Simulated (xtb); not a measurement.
acetone (C3H6O), singlet, geometry from GFN2-xTB; GFN2-xTB with ALPB(water) run with xtb.

The xtb input:
```
$ xtb mol.xyz --gfn 2 --chrg 0 --uhf 0 --alpb water --json

# file mol.xyz
10

O     -0.00202356     0.00502782     1.40163302
C     -0.00028613     0.00071094     0.19819253
C     -0.00598572     1.26596943    -0.62421820
C      0.00777494    -1.27041500    -0.61510003
H      0.00018810     2.13672408     0.02569315
H     -0.00028442    -2.13648476     0.04102096
H     -0.89240581     1.29081337    -1.25420279
H      0.86770223     1.28962202    -1.27163889
H      0.89601009    -1.29976872    -1.24232811
H     -0.86404026    -1.29872071    -1.26485435
```

Task: Predict the main parts of the log of this xtb run.

Result: 
```
   ID    Z sym.   atoms
    1    8 O      1
    2    6 C      2-4
    3    1 H      5-10

           -------------------------------------------------
          |                Calculation Setup                |
           -------------------------------------------------

           -------------------------------------------------
          |                 G F N 2 - x T B                 |
           -------------------------------------------------

      * Solvation model:               ALPB
        Solvent                        water
        Parameter file                 internal GFN2-xTB/ALPB
        Dielectric constant                8.0200E+01
        Reference state                gsolv [1 M gas/solution]
        Free energy shift                  1.0808E-03 Eh       6.7819E-01 kcal/mol
        Temperature                        2.9815E+02 K
        Density                            1.0000E+00 kg/L
        Solvent mass                       1.8000E+01 g/mol
        Interaction kernel             P16
        Born radius scaling (c1)           1.4744E+00
        Born radii integrator          GBOBC
        Born offset                        0.0000E+00 a0       0.0000E+00 AA
        H-bond correction              true
        Ion screening                  false
        Surface tension                    1.0000E-05 Eh       1.5569E+01 dyn/cm
        Grid points                               230 per atom

          ...................................................
          :                      SETUP                      :
          :.................................................:
          :  # basis functions                  22          :
          :  # atomic orbitals                  22          :
          :  # shells                           14          :
          :  # electrons                        24          :
          :  max. iterations                   250          :
          :  Hamiltonian                  GFN2-xTB          :
          :  restarted?                      false          :
          :  GBSA solvation                   true          :
          :  PC potential                    false          :
          :  electronic temp.          300.0000000     K    :
          :  accuracy                    1.0000000          :
          :  -> integral cutoff          0.2500000E+02      :
          :  -> integral neglect         0.1000000E-07      :
          :  -> SCF convergence          0.1000000E-05 Eh   :
          :  -> wf. convergence          0.1000000E-03 e    :
          :  Broyden damping             0.4000000          :
          :  net charge                          0          :
          :  unpaired electrons                  0          :
          ...................................................

 iter      E             dE          RMSdq      gap      omega  full diag
   1    -13.6628260 -0.136628E+02  0.467E+00    4.93       0.0  T
   2    -13.7076813 -0.448552E-01  0.218E+00    3.91       1.0  T
   3    -13.7104681 -0.278686E-02  0.130E+00    4.29       1.0  T
   4    -13.7121361 -0.166793E-02  0.165E-01    4.09       1.0  T
   5    -13.7122464 -0.110363E-03  0.729E-02    4.12       1.0  T
   6    -13.7122465 -0.368536E-07  0.160E-02    4.12       2.0  T
   7    -13.7122477 -0.127308E-05  0.569E-03    4.12       5.6  T
   8    -13.7122478 -0.109627E-06  0.654E-04    4.12      48.3  T
   9    -13.7122478 -0.243949E-08  0.186E-04    4.12     169.9  T

   *** convergence criteria satisfied after 9 iterations ***

         :::::::::::::::::::::::::::::::::::::::::::::::::::::
         ::                     SUMMARY                     ::
         :::::::::::::::::::::::::::::::::::::::::::::::::::::
         :: total energy             -13.539484028813 Eh    ::
         :: total w/o Gsasa/hb       -13.539992249872 Eh    ::
         :: gradient norm              0.027617889741 Eh/a0 ::
         :: HOMO-LUMO gap              4.120824695716 eV    ::
[...]
         7        2.0000           -0.5173595             -14.0781
         8        2.0000           -0.4718051             -12.8385
         9        2.0000           -0.4701523             -12.7935
        10        2.0000           -0.4675683             -12.7232
        11        2.0000           -0.4607403             -12.5374
        12        2.0000           -0.4000538             -10.8860 (HOMO)
        13                         -0.2486163              -6.7652 (LUMO)
        14                          0.0920241               2.5041
        15                          0.1567314               4.2649
        16                          0.1762212               4.7952
        17                          0.1924668               5.2373
        18                          0.2017818               5.4908
        19                          0.2214041               6.0247
        20                          0.2228148               6.0631
        21                          0.2813902               7.6570
        22                          0.6347852              17.2734
      -------------------------------------------------------------
                  HL-Gap            0.1514375 Eh            4.1208 eV
             Fermi-level           -0.3243351 Eh           -8.8256 eV

     #   Z          covCN         q      C6AA      α(0)
     1   8 O        0.857    -0.437    22.427     6.349
     2   6 C        2.808     0.258    22.665     7.800
     3   6 C        3.754    -0.162    23.711     6.944
     4   6 C        3.754    -0.162    23.711     6.944
     5   1 H        0.925     0.068     2.112     2.273
     6   1 H        0.925     0.068     2.112     2.273
     7   1 H        0.925     0.092     1.857     2.131
     8   1 H        0.925     0.092     1.860     2.133
     9   1 H        0.925     0.092     1.857     2.131
    10   1 H        0.925     0.092     1.860     2.133

 Mol. C6AA /au·bohr⁶  :        757.391439
 Mol. C8AA /au·bohr⁸  :      16382.706488
 Mol. α(0) /au        :         41.109624

Wiberg/Mayer (AO) data.
largest (>0.10) Wiberg bond orders for each atom

 ---------------------------------------------------------------------------
     #   Z sym  total        # sym  WBO       # sym  WBO       # sym  WBO
 ---------------------------------------------------------------------------
     1   8 O    2.023 --     2 C    1.818
     2   6 C    3.895 --     1 O    1.818     4 C    1.012     3 C    1.012
     3   6 C    3.991 --     2 C    1.012     5 H    0.984     8 H    0.956
                             7 H    0.955
     4   6 C    3.991 --     2 C    1.012     6 H    0.984    10 H    0.956
                             9 H    0.955
     5   1 H    0.995 --     3 C    0.984
     6   1 H    0.995 --     4 C    0.984
     7   1 H    0.991 --     3 C    0.955
     8   1 H    0.992 --     3 C    0.956
     9   1 H    0.991 --     4 C    0.955
    10   1 H    0.992 --     4 C    0.956
 ---------------------------------------------------------------------------

Topologies differ in total number of bonds
Writing topology from bond orders to xtbtopo.mol

molecular dipole:
                 x           y           z       tot (Debye)
 q only:        0.002      -0.006      -1.547
   full:        0.002      -0.006      -1.654       4.205
molecular quadrupole (traceless):
                xx          xy          yy          xz          yz          zz
 q only:        0.442      -0.025       2.729       0.005      -0.021      -3.170
  q+dip:        1.152      -0.026       2.785       0.007      -0.024      -3.937
   full:        1.808      -0.021       2.539       0.009      -0.025      -4.346

           -------------------------------------------------
          | TOTAL ENERGY              -13.539484028813 Eh   |
          | GRADIENT NORM               0.027617889741 Eh/α |
          | HOMO-LUMO GAP               4.120824695716 eV   |
           -------------------------------------------------

normal termination of xtb
```
